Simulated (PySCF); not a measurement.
Species: C4H2F3NSi.
Geometry (GFN2-xTB, Å), atoms numbered from 1 in this order:
```
atom  x, y, z in Å
N1     2.7394    0.6222    1.0930
C2     1.9687   -0.0938    0.6415
Si3    0.7226   -1.2753   -0.0922
C4    -0.8119   -0.1583   -0.3218
F5    -1.8652   -0.8929   -0.8760
C6    -1.2359    0.9934    0.5448
F7    -1.7115    1.3380    1.7186
C8    -0.8290    1.3090   -0.6452
F9    -0.5888    2.2092   -1.5697
H10    0.4212   -2.3228    0.8780
H11    1.1958   -1.7261   -1.3968
```

Computed with TDDFT B3LYP/def2-SVPD, vertical, gas phase, core orbitals frozen in the response (PySCF).

Each state is given a Gaussian of 0.5 eV full width at half maximum, with ε(max) = 2.175×10⁸ f / Δν̃ (Δν̃ the width in cm⁻¹). The width is an assumption, not a result. The curve ends short of the highest state used, and states not computed would add to its high-energy end.

```tsv
λ (nm)	ε (L mol⁻¹ cm⁻¹)
183.0	3322
183.9	3366
184.9	3335
185.9	3223
186.9	3039
187.8	2826
188.8	2554
189.8	2263
190.8	1971
191.7	1719
192.7	1461
193.7	1231
194.7	1032
195.6	879
196.6	737
197.6	619
198.6	521
199.5	448
200.5	380
201.5	322
202.5	272
203.4	233
204.4	195
205.4	162
206.4	134
207.3	111
208.3	90
209.3	72
210.3	56
211.2	45
212.2	34
213.2	26
214.1	20
215.1	15
216.1	11
217.1	8
218.0	6
219.0	4
220.0	3
221.0	2
221.9	1
222.9	1
223.9	1
224.9	0
```

**Question.** Where are the band maxima, and which computed states make them?

**Answer.** 184 nm (6.74 eV), ε about 3400, made up of S3 (97%) (ε in L mol⁻¹ cm⁻¹; maxima over ε = 5, shares over 10%). The states used: S1 6.26 eV (f 0.0039); S2 6.38 eV (f 0.0020); S3 6.73 eV (f 0.061); S4 7.09 eV (f 0.0001); S5 7.27 eV (f 0.0003); S6 7.28 eV (f 0.0085); S7 7.36 eV (f 0.0089); S8 7.38 eV (f 0.030).

**Question.** What would ε be at 6.74 eV, the highest of these maxima, with half the width (0.25 eV)?

**Answer.** About 6550 L mol⁻¹ cm⁻¹ against 3370, a factor of about 1.9; a lone state at its own centre would give exactly 2.

**Question.** Coming from long wavelengths, where does ε first pass 100 L mol⁻¹ cm⁻¹?

**Answer.** At about 208 nm (5.97 eV), 0.30 eV below S1.

**Question.** On this curve, what absorbance would a 10⁻³ mol/L sample give at 222 nm over a 1 cm path?

**Answer.** 222 nm is 5.585 eV, where ε is about 1.4 L mol⁻¹ cm⁻¹, so A = ε c l ≈ 0.0014 (Beer–Lambert, with the gas-phase spectrum and the assumed width).

Time: 70 s wall; peak memory 0.82 GiB. Hardware: an Arm Neoverse N1 with one thread, shared host.

One conformer stands for the species.
